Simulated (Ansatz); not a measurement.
`B[SiH]([SiH3])[SiH3]` + H₂O → `B[SiH](O)[SiH3]` + SiH₄ at 700 K and 1 bar (formal hydrolysis of the Si–Si bond).

Isolated molecules relaxed with PBE0-D4/def2-TZVP in Ansatz; ΔE leaves out vibrations. CCSD(T)/CBS is the MP2 limit (def2-TZVPP, def2-QZVPP) plus CCSD(T) − MP2 in def2-TZVPP, frozen cores. This one scheme is used for every species. Each species was taken in one conformer, which may not be the lowest.

```csv
species,CCSD(T)/CBS energy (Eh),H − E (kJ/mol),S (J/(mol·K))
`B[SiH]([SiH3])[SiH3]`,-897.39506,309.9,557.5
H₂O,-76.37941,80.5,218.4
`B[SiH](O)[SiH3]`,-682.33266,266.0,495.7
SiH₄,-291.46306,115.5,252.9
```

H − E and S are ideal-gas, rigid-rotor, harmonic terms from PBE0-D4/def2-TZVP, for one conformer and one mirror image of each species. 1 Eh = 2625.50 kJ/mol, R = 8.31446 J/(mol·K).

**Question.** By hand: ΔE, ΔH, ΔS and ΔG.

**Answer.** ΔE = (-682.33266) + (-291.46306) − (-897.39506) − (-76.37941) = -0.02125 Eh = -55.8 kJ/mol. Δ(H − E) = 266.0 + 115.5 − 309.9 − 80.5 = -8.9, so ΔH = -64.7 kJ/mol. ΔS = 495.7 + 252.9 − 557.5 − 218.4 = -27.3 J/(mol·K). ΔG = -64.7 − 700 × (-27.3)/1000 = -45.6 kJ/mol.

**Question.** By hand: the equilibrium constant, and the temperature at which ΔG would vanish if ΔH and ΔS stayed fixed.

**Answer.** log₁₀ K = −ΔG/(RT ln 10) = 3.4. ΔG = 0 at ΔH/ΔS = 2370 K.

ΔH outweighs TΔS. A doubt of 5 kJ/mol in ΔE shifts log₁₀ K by 0.4 here. Other conformers and mirror images would add mixing entropy, several J/(mol·K) or more a flexible species. Modes under 60 cm⁻¹, often nearly free rotors, make the harmonic entropy too high. These are equilibria of isolated gas molecules and say nothing of rates. Largest T1 diagnostic: 0.015 (customary marks: 0.02 for closed shells, 0.045 for open ones).
